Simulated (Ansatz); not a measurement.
C$_{3}$H$_{6}$NO, doublet, at a GFN2-xTB geometry. Base run: Ansatz (a quantum-chemistry and plane-wave program) with SVWN5/STO-3G.

The Ansatz input:
Ansatz 0.2 input:
```yaml
crystal:
  periodic: [false, false, false]
  atoms:
    - {symbol: C, position_ang: [-0.57340588, -1.04248401, -0.84747629]}
    - {symbol: N, position_ang: [0.22580332, -0.27232099, -0.07484776]}
    - {symbol: C, position_ang: [1.57408486, -0.72022017, 0.18317111]}
    - {symbol: C, position_ang: [-0.22793319, 0.90634106, 0.45338122]}
    - {symbol: O, position_ang: [-1.34568634, 1.34977580, 0.28262936]}
    - {symbol: H, position_ang: [-0.19354223, -1.95873990, -1.24751590]}
    - {symbol: H, position_ang: [-1.57037703, -0.70052078, -1.03182152]}
    - {symbol: H, position_ang: [1.56102399, -1.68796428, 0.68836733]}
    - {symbol: H, position_ang: [2.08952465, 0.00057103, 0.81554840]}
    - {symbol: H, position_ang: [2.12384536, -0.82477924, -0.75424729]}
    - {symbol: H, position_ang: [0.53791799, 1.41765245, 1.05811220]}
basis:
  gaussian:
    orbitals: STO-3G
hamiltonian:
  xc: {name: SVWN5}
magnetization: {spin_polarized: true, initial_magnetization: 1}
```

Variants of this job, named by their change:

```tsv
change	ΔE vs base (mEh)
base	0.000
point_charge = charge:1.0 position_ang:-1.1401, -3.8565, -3.8668	0.258
nuclear_model = gaussian	0.019
final_grid = 6, 12, 29	-0.006
final_grid = 14, 28, 59	0.001
final_grid = 10, 20, 41	0.000
fitting.mean_field = def2-universal-JKFIT	-1.682
accuracy = high	0.004
fitting.mean_field = cc-pVTZ-JKFIT	-0.238
lower_state_search = off	0.000
point_charge = charge:-1.0 position_ang:-3.2957, 2.0878, 3.1361	10.003
```
